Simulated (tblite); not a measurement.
Compound: C₆H₁₂O₂ (charge +1 and doublet state).
Z-matrix (Å and degrees, GFN2-xTB geometry), rows numbered from 1:
```
C 
C   1  1.5191
C   2  1.5024  1  113.40
C   2  1.5329  1  112.95  3  -130.28
C   4  1.5227  2  116.26  1  -177.18
C   4  1.5555  2  107.68  1    65.43
O   6  1.2015  4  122.05  2    40.96
O   6  1.2949  4  110.66  2  -140.99
H   1  1.0907  2  110.67  3    53.49
H   1  1.0886  2  110.83  3   -64.52
H   1  1.0870  2  111.66  3   174.70
H   2  1.1078  1  105.96  3   116.98
H   3  1.0880  2  113.65  1   162.75
H   3  1.0875  2  112.57  1    36.27
H   3  1.1127  2  106.46  1   -80.56
H   4  1.0937  2  111.01  1   -50.72
H   5  1.0869  4  112.33  2   -61.41
H   5  1.0896  4  109.76  2    59.58
H   5  1.0883  4  110.40  2   176.99
H   8  0.9766  6  114.47  4  -176.44
```

Method: GFN2-xTB as coded in tblite; computed harmonic values from a numerical Hessian at the method's own geometry, unscaled. Against measured fundamentals such values can be off by several per cent, at times by over 20. One conformer, not necessarily the lowest. Open shells enter through the occupations alone, without spin polarisation, and single modes of such species can be off by tens of per cent.

Harmonic wavenumbers (cm⁻¹): 65.0, 96.3, 180.3, 187.2, 207.6, 249.9, 272.9, 322.4, 348.9, 380.5, 462.8, 511.9, 632.6, 638.1, 717.8, 762.9, 820.5, 899.0, 932.9, 953.0, 981.1, 998.8, 1029.2, 1058.3, 1081.3, 1098.6, 1145.0, 1172.8, 1180.7, 1229.2, 1252.0, 1280.3, 1305.7, 1325.9, 1394.6, 1401.5, 1411.8, 1428.8, 1436.2, 1462.1, 1467.4, 1739.6, 2722.1, 2764.6, 2966.0, 3001.7, 3012.3, 3032.5, 3036.4, 3044.0, 3051.7, 3057.2, 3058.0, 3339.4.

A = 2589, B = 1676, C = 1483 MHz; mass 116.084 u (most abundant isotopes); point group C1, symmetry number 1; spin multiplicity 2.

**Question.** Zero-point energy?

**Answer.** Half the sum of the wavenumbers: 36805 cm⁻¹ = 105.23 kcal/mol.

**Question.** Entropy at 298.15 K, 1 bar (ideal gas, RRHO, classical rotation)?

**Answer.** Translation 40.19, rotation 28.30, vibration 25.44, spin (R ln 2) 1.38: S = 95.3 cal/(mol K).

**Question.** And Cp and H(298.15 K) − H(0)?

**Answer.** Cp = 37.83 cal/(mol K), of which vibrations give 29.88 (their classical limit is 54 R = 107.3); H(298.15 K) − H(0) = 6.65 kcal/mol without the zero-point energy, 4.28 from vibrations.

**Question.** Which modes carry the vibrational entropy at 298.15 K?

**Answer.** 65.0 cm⁻¹: 4.30; 96.3 cm⁻¹: 3.53; 180.3 cm⁻¹: 2.33; 187.2 cm⁻¹: 2.26; 207.6 cm⁻¹: 2.06; 249.9 cm⁻¹: 1.73 cal/(mol K); the other 48 give 9.24 together.

**Question.** What must be added to the electronic energy to get the Gibbs energy at 298.15 K and 1 bar?

**Answer.** ZPE + [H(298.15 K) − H(0)] − T·S = 105.23 + 6.65 − 28.42 = 83.46 kcal/mol.

**Question.** How do the functions run with temperature in this model?

**Answer.** 
```json
{"T (K)": "150", "S (cal/(mol K))": "75.2", "Cp (cal/(mol K))": "22.7", "H − H(0) (kcal/mol)": "2.18", "G − H(0) (kcal/mol)": "-9.10", "ln q(vib)": "2.10"}
{"T (K)": "250", "S (cal/(mol K))": "89.1", "Cp (cal/(mol K))": "32.7", "H − H(0) (kcal/mol)": "4.95", "G − H(0) (kcal/mol)": "-17.33", "ln q(vib)": "4.43"}
{"T (K)": "400", "S (cal/(mol K))": "107.9", "Cp (cal/(mol K))": "48.4", "H − H(0) (kcal/mol)": "11.05", "G − H(0) (kcal/mol)": "-32.12", "ln q(vib)": "8.08"}
{"T (K)": "600", "S (cal/(mol K))": "130.9", "Cp (cal/(mol K))": "65.1", "H − H(0) (kcal/mol)": "22.50", "G − H(0) (kcal/mol)": "-56.05", "ln q(vib)": "13.05"}
{"T (K)": "900", "S (cal/(mol K))": "160.6", "Cp (cal/(mol K))": "81.2", "H − H(0) (kcal/mol)": "44.64", "G − H(0) (kcal/mol)": "-99.92", "ln q(vib)": "20.29"}
```

q(vib) and H(0) count from the zero-point level.

**Question.** Blend soft modes into free rotors: weight 1/[1 + (100 cm⁻¹/ν̃)⁴] for the oscillator and the rest for a rotor with moment μB/(μ + B), μ = h/(8π²ν), B = 10⁻⁴⁴ kg m². What vibrational entropy results?

**Answer.** 24.26 cal/(mol K) in place of 25.44, which changes −T·S at 298.15 K by +0.35 kcal/mol.

Hindered rotation and anharmonicity are outside this model. Other conformers, if any are populated, would add a mixing term that is left out. The structure is chiral; the term R ln 2 for an equal mix with its mirror image is left out.

The run took 1.3 s of wall time on one thread of an AMD EPYC, no GPU, on a shared host. This covers the Hessian and the dipole derivatives.
